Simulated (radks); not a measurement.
Valence configurations of Be (all share [He]). Method: scalar-relativistic Kohn-Sham, PBE, spin-unpolarised, spherical densities, finite nucleus; Fermi nuclear charge, rms radius 2.519 fm; computed with a radial shooting solver on a logarithmic mesh with Libxc functionals. Energies are relative to 2s2; eigenvalues in eV.

valence      E (eV)   e(2p)   e(2s)
2s2           0.000       -  -5.610
2s1.5 2p0.5   1.801  -2.296  -5.909
2s1 2p1       3.612  -2.535  -6.165
2p2           7.251  -2.939       -

NIST lists [He] 2s2 as the ground configuration; this level of theory agrees among the configurations tried. The energies are those of spherical spin-averaged densities, not of single terms.
